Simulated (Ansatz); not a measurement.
WNO₃H₂, that is [WO3(NH2)]- with one electron fewer. Charge 0, multiplicity 2. Geometry PBE-D4/def2-SVPD, that of the charge -1 singlet; atoms count from 1.

Cartesian coordinates in Å:
```
W -0.618 -0.176 0.437
O -0.531 -1.930 0.697
O -0.505 0.662 1.995
O -2.118 0.217 -0.424
N 0.924 0.469 -0.704
H 1.864 0.542 -0.309
H 0.984 0.217 -1.692
```

In the def2 sets W takes a core potential; there is no spin–orbit coupling.

Question: Estimate the Mulliken populations from the PBE0/def2-TZVPD orbitals of Ansatz.

Answer: 
| atom | charge (e) | spin (α − β) | d electrons |
| --- | --- | --- | --- |
| W1 | 1.68 | -0.28 | 3.37 |
| O2 | -0.46 | 0.61 | – |
| O3 | -0.57 | 0.02 | – |
| O4 | -0.43 | 0.56 | – |
| N5 | -0.63 | 0.10 | – |
| H6 | 0.21 | 0.00 | – |
| H7 | 0.20 | -0.01 | – |
Mulliken values depend strongly on the basis. With diffuse functions, as here, like atoms can get unlike values, and bond orders can come out too low or too high.

Question: Where does the spin sit?

Answer: Summed by element: W -0.28, O 1.19, N 0.10, H -0.01, of 1 unpaired in all. Largest on single atoms: O2 0.61, O4 0.56, W1 -0.28.

Question: And the Mayer bond orders between heavy atoms (over 0.3)?

Answer: W1–O2 1.46 (1.78 Å); W1–O3 1.84 (1.77 Å); W1–O4 1.51 (1.77 Å); W1–N5 0.93 (2.02 Å).
